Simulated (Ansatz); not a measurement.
F2HSSi, SMILES `F[SiH](F)[S]` radical, relaxed with UKS PBE0-D4/def2-TZVP in Ansatz from a PBE-D4/def2-SVP geometry. The force threshold is 0.005 eV/Å; the program also tests the step.

Total charge 0; spin multiplicity 2.

Start:

```xyz
5

F    -0.924    1.073   -0.854
Si   -0.056    0.045    0.060
F     0.933    0.989    0.941
S     1.007   -1.373   -1.107
H    -0.961   -0.734    0.960
```

| step | energy (eV) | largest force (eV/Å) | largest move (Å) |
| --- | --- | --- | --- |
| 1 | -24156.9914 | 1.460 | 0.000 |
| 2 | -24157.0439 | 0.860 | 0.028 |
| 3 | -24157.0659 | 0.095 | 0.022 |
| 4 | -24157.0665 | 0.027 | 0.006 |
| 5 | -24157.0665 | 0.008 | 0.001 |
| 6 | -24157.0665 | 0.002 | 0.001 |

End:

```xyz
5

F    -0.900    1.045   -0.833
Si   -0.059    0.047    0.063
F     0.911    0.963    0.916
S     1.003   -1.346   -1.102
H    -0.955   -0.709    0.956
```

Run time 60 s (2 threads of a server CPU on a shared host); peak host memory 0.55 GiB.
